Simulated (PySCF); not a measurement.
## Cr+: excitation energy

Cr+ [Ar] 3d5 (6S) → Cr+ [Ar] 3d4 4s1 (6D), as a difference of total energies. Computed with PySCF 2.14 in def2-TZVPPD (6s6p4d2f1g, 67 functions), with no relativity, point nucleus. Correlated levels: valence: [Ar] frozen; valence and next inner shell: [Ne] frozen. The calculations carry no spin-orbit coupling.

```csv
method,excitation energy (eV),difference from reference (eV)
UHF,1.028,-0.494
LDA,2.048,+0.526
PBE,1.904,+0.382
PBE0,1.834,+0.312
r2SCAN,1.766,+0.244
wB97X-V,1.891,+0.369
wB97M-V,1.918,+0.396
TPSS,1.871,+0.349
wB97X,1.991,+0.469
MP2 (valence),1.652,+0.130
SCS-MP2 (valence),1.236,-0.286
MP2 (valence and next inner shell),2.003,+0.481
SCS-MP2 (valence and next inner shell),1.571,+0.049
```

Reference: 1.522 eV (measured; NIST levels, between the centres of gravity of the two terms).

These non-relativistic numbers lack the scalar-relativistic shift.

Errors of the correlated levels include the incompleteness of this basis and the frozen core.
